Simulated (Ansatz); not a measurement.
Frontier orbitals of `OC#CC[SiH3]`.

```xyz
11

O    -2.408   -2.046   -0.585
C    -1.303   -1.462   -0.204
C    -0.308   -0.872    0.120
C     0.869   -0.107    0.480
Si    0.720    1.665   -0.159
H    -2.411   -2.966   -0.297
H     1.005   -0.072    1.566
H     1.777   -0.551    0.058
H     0.591    1.659   -1.638
H    -0.470    2.320    0.439
H     1.939    2.432    0.220
```

Charge 0, multiplicity 1. All single points use the PBE0-D4/def2-TZVP geometry. It is one conformer, not always the lowest. Basis def2-TZVPP, Ansatz.

```csv
functional,HOMO (eV),LUMO (eV),gap (eV)
PBE,-5.60,-0.44,5.16
revPBE,-5.53,-0.40,5.13
B97M-V,-5.88,-0.15,5.73
PBE0,-6.87,0.47,7.34
r2SCANh,-6.30,0.52,6.82
HSE06 (plane-wave form),-6.46,0.10,6.56
BHLYP,-8.02,1.12,9.14
CAM-B3LYP,-8.23,1.25,9.48
LC-ωPBE,-9.60,2.59,12.19
ωB97X-V,-9.22,2.40,11.62
ωB97M-V,-9.12,1.94,11.06
```

Against PBE, PBE0 changes HOMO and LUMO by −1.27 and +0.91 eV, ωB97M-V by −3.52 and +2.38 eV. A gap of 5.16 eV thus becomes 11.06 eV for the same molecule, so an orbital gap means little without its functional. A positive LUMO is unbound and depends on the basis.

LC-ωPBE has ω = 0.4 bohr⁻¹.
